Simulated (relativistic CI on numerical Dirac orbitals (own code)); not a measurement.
## Ce LIV: sensitivity of the levels to the model

Base calculation: Dirac-Coulomb-Breit CI, orbitals from a KLI potential per configuration, model QED, unscaled Slater integrals.

CI space (outside the closed core 1s2): 2s²2p, 2s2p², 2p³, 2p²3s, 2p²3p, 2p²3d, 2s²3s, 2s²3p, 2s²3d, 2s2p3s, 2s2p3p, 2s2p3d, 2s²4s, 2s²4p, 2s²4d, 2s²4f. Levels of other configurations are missing.

Variants: (1) QED terms removed; (2) one mean potential for all configurations. Shifts of the energy above 2s²2p ²P°1/2, in eV, for the lowest level and the first level of each name with at least 55 % of one term (blank where a level changes its place among those of its configuration and J or its character, or is not in the variant):

```tsv
Level	Base	Δ(1)	Δ(2)
2s²2p ²P°1/2	0.00	0.00	0.00
2s2p² ⁴P1/2	182.51	+8.01	+0.15
2s²2p ²P°3/2	491.02	-0.58	+0.07
2s2p² ⁴P3/2	617.78	+7.24	+0.16
2s2p² ²D5/2	652.19	+7.25	+0.16
2s2p² ²P1/2	706.61	+7.28	+0.16
2s2p² ²D3/2	707.38	+7.27	+0.16
2s2p² ⁴P5/2	1127.23	+6.49	+0.16
2s2p² ²S1/2	1208.41	+6.51	+0.15
2s2p² ²P3/2	1209.59	+6.52	+0.16
2p³ ²D°5/2	1377.68	+14.56	+0.35
2p³ ²P°1/2	1419.86	+14.53	+0.36
2s²3s ²S1/2	6082.32	-1.94	+0.09
2s²3p ²P°1/2	6144.92	+0.53	+0.12
```

At this charge energies of transitions that change n are usually good to better than 1 %, and those within a shell (Δn = 0) to a few per cent.

Ionisation energy from the two ground configurations alone: base 10839 eV. The NIST ASD value (theoretical) is 10840 eV.

LS names give the leading component of a level, which can be under half, so a name can repeat, a term be missing and a line seem to break the LS rules.
